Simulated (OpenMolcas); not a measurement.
Ni2+ (d8) in a complex was computed by CASSCF with the d shell active (OpenMolcas, ANO-RCC-VDZP on the metal). Its lowest spin-free states, and all those of the highest spin:

| 2S+1 | Degeneracy | E (cm-1) |
| --- | --- | --- |
| 3 | 1 | 0.0 |
| 3 | 2 | 4044 |
| 3 | 1 | 6204 |
| 3 | 1 | 8195 |
| 3 | 2 | 8929 |
| 1 | 1 | 17311 |
| 1 | 1 | 18330 |
| 1 | 2 | 21471 |
| 1 | 1 | 23391 |
| 3 | 1 | 23894 |
| 3 | 2 | 26235 |
| 1 | 1 | 27087 |

Question: Is the site octahedral, tetrahedral or cube-like, axial, or of lower symmetry?

Answer: The states with 2S+1 = 3 have orbital degeneracies 1, 2, 1, 1, 2, 1, 2. There are pairs but no triples, so the site is axial: not cubic, but with a proper or improper axis of order three or more. The run had Ni2+ with 6 ligands (fluoride) in tetragonal octahedral coordination (D4h) at 2 Å, the axial distance 2.240 Å. A charge of +0.667 e stands 2.6 Å behind each ligand. Ligand basis ANO-RCC-VDZP.

Without dynamic correlation the repulsion within the d shell is too large (B by tens of per cent), so at a given field states of lower spin stand too high. Ligand-to-metal charge-transfer states are missing. With no ligand orbital active B as a rule stays too high, so bands that hang on it stand too high and its fall with covalency is understated. With metal d orbitals alone and no dynamic correlation the field as a rule comes out too small, by tens of per cent, by up to half for chloride and softer ligands, and the orbital part of g and χT, which goes as 1/10Dq, too large. No measured value stands beside these numbers; the geometry was imposed, not optimised, and the real ion may take another.
